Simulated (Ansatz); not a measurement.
Potential energy curve for ammonia borane, SMILES [BH3-][NH3+], singlet. The N2–H8 bond (N2 also carries B, H, H; H8 carries nothing else) is varied alone, starting from the PBE0/def2-TZVP optimised geometry.

Levels of theory: RKS-PBE = restricted PBE/cc-pVDZ (Ansatz, a program for electronic structure); RKS-PBE0 = restricted PBE0/cc-pVDZ in Ansatz; UKS-PBE = unrestricted PBE/cc-pVDZ (Ansatz); UKS-PBE0 = Ansatz with unrestricted PBE0/cc-pVDZ; UCCSD(T) = CCSD(T) on UHF/cc-pVDZ, frozen core (Ansatz).

Cost and agreement with UCCSD(T) over the 16 points of the scan, with UCCSD(T) as yardstick. Costs are rough ratios of core time within Ansatz on shared cores, each with its mean field (Kohn-Sham runs search longer for lower solutions than correlated ones do); the miss is the largest difference from UCCSD(T) of the curve after the mean shift, in eV.

```
level     relative cost  largest difference
--------  -------------  ------------------
RKS-PBE               1               0.589
RKS-PBE0              1               1.335
UKS-PBE               2               0.310
UKS-PBE0              3               0.164
```

Costs within a factor of two of each other count as equal.

The restricted form behind RKS-PBE, RKS-PBE0 keeps the bonding electrons paired and can't separate into open-shell fragments. The unrestricted determinant behind UKS-PBE is spin-contaminated at 2.15 to 2.96 Å (<S²> up to 1.0, against 0.00 for a pure singlet). The unrestricted determinant behind UKS-PBE0 is spin-contaminated at 1.88 to 2.96 Å (<S²> up to 1.0, against 0.00 for a pure singlet). The unrestricted determinant behind UCCSD(T) is spin-contaminated at 1.68 to 2.96 Å (<S²> up to 1.0, against 0.00 for a pure singlet).
